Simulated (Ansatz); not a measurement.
```yaml
crystal:
  periodic: [false, false, false]
  atoms:
    - {symbol: F, position_ang: [0.004546, -1.110396, 1.106684]}
    - {symbol: Sb, position_ang: [0.621992, -0.027606, 0.958322]}
    - {symbol: F, position_ang: [1.336600, -0.686924, 0.140732]}
    - {symbol: Si, position_ang: [-0.348323, 0.385174, -0.417614]}
    - {symbol: H, position_ang: [0.030993, 1.116968, -1.011353]}
    - {symbol: H, position_ang: [-1.295877, 0.649045, -0.024849]}
    - {symbol: H, position_ang: [-0.581393, -0.409169, -0.968427]}
basis:
  gaussian: {orbitals: x2c-TZVPPall, final_grid: {core_spheres: 20, valence_spheres: 16, degree: 47}}
hamiltonian: {xc: {name: wPBEh}}
output: {forces: true}
```

```sh
$ ansatz run in.yaml --threads 4 --pin off --events-out ev --progress --plain --max-ram 10444MiB
```

It prints (some lines left out):

```
Functional definition: wPBEh
1402 factors; their error is unknown
87 factors; integrals over basis functions are off by at most 3.1e-7 eV
mean field evaluation 1: about -189645.7464 eV, gradient 7.8e1 eV
mean field evaluation 2: about -189641.3729 eV, gradient 9.9e1 eV
mean field evaluation 4: about -189654.1839 eV, gradient 3.8e0 eV
mean field evaluation 8: about -189654.2105 eV, gradient 6.7e-2 eV
mean field evaluation 16: about -189654.6830 eV, gradient 3.0e-4 eV
mean field -189654.68304160 eV, -6969.6810492176 hartree, gradient 2.6e-5 eV, S^2 0.000000; 0 other end points of the search recorded, 0 dependent functions left out
reference -189654.68307366 eV, -6969.6810503958 hartree; 43, 43 occupied and 163, 163 virtual orbitals, 1402 factors
Total energy: -189654.68307366 eV, -6969.6810503958 hartree
Relativity: scalar
Atom 0 at     0.004546    -1.110396     1.106684 Å, force   -62.409414  -104.502539    19.031409 eV/Å
Atom 1 at     0.621992    -0.027606     0.958322 Å, force    18.204470   148.161681    86.749219 eV/Å
Atom 2 at     1.336600    -0.686924     0.140732 Å, force    69.159895   -56.992010   -73.066652 eV/Å
Atom 3 at    -0.348323     0.385174    -0.417614 Å, force    -9.088601    12.205728    -8.690009 eV/Å
Atom 4 at     0.030993     1.116968    -1.011353 Å, force     9.577454    19.292998   -15.806300 eV/Å
Atom 5 at    -1.295877     0.649045    -0.024849 Å, force   -19.619759     5.987199     7.487086 eV/Å
Atom 6 at    -0.581393    -0.409169    -0.968427 Å, force    -5.824044   -24.153057   -15.704753 eV/Å
Dipole moment:    -0.052287    -0.192717    -0.217417 e Å
```

Problem. What is wrong with this run?

Solution. The geometry is squeezed to about two thirds of its size. Self-consistency was reached. The result belongs to that input, not to the molecule as meant.
